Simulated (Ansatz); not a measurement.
```yaml
crystal:
  periodic: [false, false, false]
  atoms:
    - {symbol: O, position_ang: [-1.154350, -0.988830, -1.128541]}
    - {symbol: Ta, position_ang: [0.084268, -0.102745, 0.009033]}
    - {symbol: O, position_ang: [1.232239, -1.557280, 0.135660]}
    - {symbol: O, position_ang: [-0.259096, -0.020835, 1.876876]}
    - {symbol: O, position_ang: [1.390606, 1.050192, -0.751384]}
    - {symbol: Cl, position_ang: [-1.427757, 1.817039, -0.158877]}
    - {symbol: H, position_ang: [-1.946148, -0.548734, -1.446359]}
    - {symbol: H, position_ang: [1.825777, -2.300263, 0.198770]}
    - {symbol: H, position_ang: [-0.845171, 0.641768, 2.249851]}
    - {symbol: H, position_ang: [1.182730, 1.958589, -0.982132]}
basis:
  gaussian: {orbitals: ANO-RCC-VTZP, fitting: {mean_field: cc-pVTZ-jkfit}}
hamiltonian: {xc: {name: SVWN5}}
accuracy: high
output: {forces: true}
```

```sh
$ ansatz run in.yaml --threads 4 --pin off --events-out ev --progress --plain --max-ram 11315MiB
```

Problem. How does Ansatz answer? (Estimate.)

Solution. Ansatz gave: The input was rejected before any iteration.
```
Functional definition: SVWN5
Error: <dir> the basis set cc-pVTZ-JKFIT has no functions for Ta
```
